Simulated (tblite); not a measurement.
C6H4FO (doublet state).
SMILES: `c1c(cccc1[O])F`

Level: GFN2-xTB in tblite, geometry and Hessian alike; calculated harmonic values, unscaled, isolated species. Against measured fundamentals such values can be off by several per cent, at times by over 20. Open shells enter through the occupations alone, without spin polarisation, and single modes of such species can be off by tens of per cent.

Harmonic wavenumbers (cm⁻¹): 155.5, 203.9, 329.6, 377.5, 455.1, 491.0, 500.5, 522.5, 634.7, 730.6, 756.6, 781.6, 871.7, 918.7, 921.3, 981.0, 1094.4, 1135.8, 1164.9, 1207.2, 1262.1, 1356.1, 1393.4, 1499.2, 1541.4, 1577.8, 3085.8, 3106.2, 3114.8, 3115.9.

A = 3830, B = 1855, C = 1250 MHz; mass 111.025 u (most abundant isotopes); point group Cs, symmetry number 1; spin multiplicity 2.

Problem. What is the zero-point energy?

Solution. ½Σν̃ = 17643 cm⁻¹ = 211.06 kJ/mol.

Problem. What is S at 298.15 K and 1 bar for an ideal gas of classical rigid rotors and harmonic oscillators?

Solution. Translation 167.59, rotation 117.08, vibration 48.92, spin (R ln 2) 5.76: S = 339.4 J/(mol K).

Problem. And Cp and H(298.15 K) − H(0)?

Solution. Cp = 110.73 J/(mol K), of which vibrations give 77.48 (their classical limit is 30 R = 249.4); H(298.15 K) − H(0) = 19.29 kJ/mol without the zero-point energy, 9.37 from vibrations.

Problem. Which modes carry the vibrational entropy at 298.15 K?

Solution. 155.5 cm⁻¹: 10.89; 203.9 cm⁻¹: 8.78; 329.6 cm⁻¹: 5.28; 377.5 cm⁻¹: 4.39; 455.1 cm⁻¹: 3.27; 491.0 cm⁻¹: 2.85 J/(mol K); the other 24 give 13.46 together.

Problem. How do the functions run with temperature in this model?

Solution. 
```csv
T (K),S (J/(mol K)),Cp (J/(mol K)),H − H(0) (kJ/mol),G − H(0) (kJ/mol),ln q(vib)
50,231.8,36.1,1.69,-9.90,0.01
100,260.0,47.4,3.76,-22.24,0.18
373.15,366.7,133.3,28.46,-108.37,3.10
500,410.2,164.4,47.43,-157.69,4.93
750,485.1,203.8,93.92,-269.91,8.66
1000,547.1,226.8,147.98,-399.17,12.24
```

q(vib) and H(0) count from the zero-point level.

Problem. What must be added to the electronic energy to get the Gibbs energy at 298.15 K and 1 bar?

Solution. ZPE + [H(298.15 K) − H(0)] − T·S = 211.06 + 19.29 − 101.18 = 129.17 kJ/mol.

Hindered rotation and anharmonicity are outside this model.

Hardware: Arm Neoverse V2, one thread, shared host. Cost: 0.24 s of wall time. This covers the Hessian and the dipole derivatives.
